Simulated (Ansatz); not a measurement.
Isomers of C2H9SbSi, relaxed with PBE0-D4/def2-TZVP in Ansatz; electronic energies, one conformer each and not always the lowest. Functionals use def2-TZVPP; CBS adds triple-zeta CCSD(T) − MP2 to the MP2 limit of def2-TZVPP and def2-QZVPP.

Elements past krypton have def2 core potentials. Outer-core shells of Sb are correlated without core-valence functions. Spin–orbit coupling is left out.

Q: Order them by energy at frozen-core CCSD(T)/CBS, lowest first. (Best estimate.)
A. `[CH3][Sb]([CH3])[SiH3]`
B. `CC[SiH2][SbH2]`
C. `C[CH2][SbH][SiH3]`

A: A (0.0 kJ/mol), B (10.7 kJ/mol), C (29.1 kJ/mol).

Q: How do B2PLYP, B3LYP-D4, B3LYP, PBE0-D4 place them (kJ/mol, against `[CH3][Sb]([CH3])[SiH3]`)? (An estimate is asked.)

A: The calculation gave: 
```csv
isomer,B2PLYP,B3LYP-D4,B3LYP,PBE0-D4
`CC[SiH2][SbH2]`,6.1,4.1,3.2,-1.2
`C[CH2][SbH][SiH3]`,25.9,25.9,23.9,23.7
```

B3LYP here is the variant with VWN-RPA as its local correlation; programs differ in this.
